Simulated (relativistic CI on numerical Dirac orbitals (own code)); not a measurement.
**One change at a time: Sr²⁸⁺**

Base calculation: Dirac-Coulomb-Breit CI, separate exchange-only KLI orbitals for each configuration, a model potential for QED, unscaled Slater integrals.

Configurations in the expansion (outside the closed core 1s2): 2s²2p⁶, 2s²2p⁵3s, 2s²2p⁵3p, 2s²2p⁵3d, 2s2p⁶3s, 2s2p⁶3p, 2s2p⁶3d, 2s²2p⁵4s, 2s²2p⁵4p, 2s²2p⁵4d, 2s²2p⁵4f, 2s2p⁶4s, 2s2p⁶4p, 2s²2p⁴3s², 2s2p⁶4d, 2s2p⁶4f. Levels of other configurations are missing.

Variants: (1) valence Slater integrals scaled by 0.9; (2) QED terms removed; (3) one mean potential for all configurations. Shifts of the energy above 2s²2p⁶ ¹S0, in eV, for the lowest level and the first level of each name with at least 55 % of one term (blank where a level changes its place among those of its configuration and J or its character, or is not in the variant):

```tsv
Level	Base	Δ(1)	Δ(2)	Δ(3)
2s²2p⁶ ¹S0	0.00	0.00	0.00	0.00
2s²2p⁵3s ³P°2	1876.46	+0.20	-0.37	-0.47
2s²2p⁵3s ¹P°1	1879.98	-0.13	-0.36	-0.44
2s²2p⁵3s ³P°0	1946.56	+0.23	-0.51	-0.38
2s²2p⁵3s ³P°1	1948.31	+0.04	-0.51	-0.37
2s²2p⁵3p ³D3	1950.46	+0.31	+0.03	-0.48
2s²2p⁵3p ¹P1	1950.85	+0.23	+0.03	-0.48
2s²2p⁵3p ³P2	1955.64	-0.20	+0.03	-0.45
2s²2p⁵3p ³P0	1973.87	-1.45	+0.02	-0.17
2s²2p⁵3p ³D1	2003.82	+0.24	-0.08	-0.41
2s²2p⁵3d ³P°0	2018.90	+0.90	+0.07	-0.53
2s²2p⁵3d ³P°1	2021.60	+0.68	+0.07	-0.52
2s²2p⁵3d ³F°3	2025.54	+0.15	+0.07	-0.49
2s²2p⁵3d ³F°4	2026.61	+0.41	+0.05	-0.50
```

At this charge energies of transitions that change n are usually good to better than 1 %, and those within a shell (Δn = 0) to a few per cent.

Ionisation energy from the two ground configurations alone: base 3340.01 eV. The NIST ASD value (semi-empirical) is 3344.7 eV.

LS names give the leading component of a level, which can be under half, so a name can repeat, a term be missing and a line seem to break the LS rules.
